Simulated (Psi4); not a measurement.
Pair of molecules, SMILES Cl with SMILES C=CC (the first has 2 atoms); geometry from B3LYP-D3(BJ)/def2-TZVP, rigid monomers moved along the line of their centres of mass till H2···C3 is 3.19 Å.
(charge 0, multiplicity 1):
```xyz
11

Cl     0.2408     0.2111     0.5384
H      0.5492     0.0915     1.7929
C      1.0585    -0.5614     4.8766
C      0.1497     0.3981     5.0304
C     -1.3299     0.1914     5.0324
H      0.7701    -1.5992     4.7511
H      2.1191    -0.3450     4.8862
H      0.4899     1.4226     5.1582
H     -1.8020     0.7652     4.2301
H     -1.5885    -0.8596     4.9001
H     -1.7678     0.5413     5.9711
```

Calculation: SAPT0/jun-cc-pV(D+d)Z (Psi4 1.11).

Which attractive term is largest, and how does the interaction split up?

electrostatics -1.64, exchange 0.61, induction -0.36, dispersion -0.65, total -2.04 kcal/mol; the largest attraction is electrostatics.
